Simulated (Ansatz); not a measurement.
Relaxation of AsH5OSi (8 atoms, charge 0, multiplicity 1), to a largest force component of 0.015 eV/Å in at most 40 steps.

These are results of Ansatz 0.2.0, RKS LDA/def2-SVP, not measurements.

```xyz
8
Properties=species:S:1:pos:R:3
O -1.804 0.157 -0.291
Si -0.174 0.500 -0.152
As 0.726 -1.026 1.310
H -2.098 0.896 -0.948
H 0.476 0.358 -1.484
H 0.042 1.882 0.358
H 2.238 -0.658 0.880
H 0.687 -2.167 0.271
```

Task: Where does it end, and by what steps?

Result: The forces met the threshold. After 7 steps the energy has fallen by 0.236 eV; H4 moved furthest, 0.22 Å.

```json
{"step": "0", "energy less start (eV)": "0.0000", "largest force component (eV/Å)": "1.842", "accepted": "yes"}
{"step": "1", "energy less start (eV)": "-0.1546", "largest force component (eV/Å)": "1.042", "accepted": "yes"}
{"step": "2", "energy less start (eV)": "-0.2064", "largest force component (eV/Å)": "0.424", "accepted": "yes"}
{"step": "3", "energy less start (eV)": "-0.2170", "largest force component (eV/Å)": "0.490", "accepted": "yes"}
{"step": "4", "energy less start (eV)": "-0.2277", "largest force component (eV/Å)": "0.317", "accepted": "yes"}
{"step": "5", "energy less start (eV)": "-0.2194", "largest force component (eV/Å)": "0.762", "accepted": "no"}
{"step": "6", "energy less start (eV)": "-0.2335", "largest force component (eV/Å)": "0.140", "accepted": "yes"}
{"step": "7", "energy less start (eV)": "-0.2355", "largest force component (eV/Å)": "0.010", "accepted": "yes"}
```

```xyz
8
Properties=species:S:1:pos:R:3
O -1.766 0.229 -0.273
Si -0.127 0.510 -0.194
As 0.700 -1.069 1.329
H -2.272 0.766 -0.909
H 0.515 0.408 -1.560
H 0.197 1.881 0.358
H 2.125 -0.629 0.952
H 0.720 -2.153 0.240
```

The run took 6.9 s on 1 thread of AMD EPYC 9R45 96-Core Processor (Zen 5), on a shared host, peak memory 0.14 GiB.
